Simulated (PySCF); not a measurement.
CH₉NOSi₃, SMILES [SiH3][C@H]1N[SiH2]O[SiH2]1.

The structure is a stationary point at PBE-D3(BJ)/def2-SVP. The structure was generated by enumeration; whether it is a known compound was not checked. The values are those of a single conformer.

These are PBE-D3(BJ)/def2-SVP (PySCF) values and carry that method's errors.

Frequencies are harmonic and unscaled.

Give all harmonic wavenumbers and intensities. (Estimate from the structure and the level; the computed values follow.)


| mode | ν (cm⁻¹) | IR (km/mol) | moving atoms (share of kinetic energy) |
|---|---|---|---|
| 1 | 55 | 0.8 | Si 32 %, N 28 %, H 22 %, O 14 % |
| 2 | 115 | 1.3 | O 40 %, H 29 %, Si 21 % |
| 3 | 134 | 0.8 | H 55 %, Si 30 % |
| 4 | 178 | 1.3 | H 66 %, Si 23 % |
| 5 | 231 | 0.4 | Si 39 %, H 29 %, N 18 %, C 13 % |
| 6 | 301 | 71.8 | H 81 %, N 10 % |
| 7 | 363 | 19.0 | Si 40 %, H 26 %, O 15 %, C 13 % |
| 8 | 430 | 11.6 | Si 49 %, N 17 %, O 16 %, H 11 % |
| 9 | 512 | 2.3 | H 41 %, Si 38 %, C 14 % |
| 10 | 552 | 8.6 | H 85 %, Si 13 % |
| 11 | 586 | 11.2 | H 74 %, N 11 %, Si 10 % |
| 12 | 612 | 10.2 | H 84 % |
| 13 | 662 | 9.5 | H 73 %, Si 17 % |
| 14 | 674 | 66.3 | H 70 %, Si 14 %, O 13 % |
| 15 | 689 | 7.5 | H 44 %, O 32 %, Si 23 % |
| 16 | 737 | 66.0 | H 48 %, C 37 %, Si 12 % |
| 17 | 764 | 15.7 | N 30 %, C 25 %, Si 21 %, H 20 % |
| 18 | 778 | 88.3 | H 63 %, C 19 %, Si 12 % |
| 19 | 811 | 78.1 | H 45 %, Si 23 %, C 19 %, N 10 % |
| 20 | 878 | 333.6 | H 88 %, Si 11 % |
| 21 | 901 | 78.6 | H 97 % |
| 22 | 916 | 24.7 | H 96 % |
| 23 | 926 | 280.6 | H 58 %, Si 20 %, O 20 % |
| 24 | 938 | 100.8 | O 50 %, H 36 %, Si 12 % |
| 25 | 949 | 202.2 | H 86 %, Si 11 % |
| 26 | 983 | 109.8 | H 93 % |
| 27 | 1028 | 36.4 | H 76 %, C 22 % |
| 28 | 1065 | 41.7 | C 43 %, N 40 %, H 16 % |
| 29 | 1208 | 26.3 | H 83 %, C 13 % |
| 30 | 1285 | 24.4 | H 74 %, N 18 % |
| 31 | 2135 | 206.6 | H 96 % |
| 32 | 2144 | 104.1 | H 98 % |
| 33 | 2154 | 63.5 | H 96 % |
| 34 | 2162 | 138.9 | H 97 % |
| 35 | 2170 | 123.1 | H 97 % |
| 36 | 2177 | 73.5 | H 97 % |
| 37 | 2179 | 164.2 | H 96 % |
| 38 | 2878 | 35.2 | H 93 % |
| 39 | 3510 | 14.6 | H 93 % |
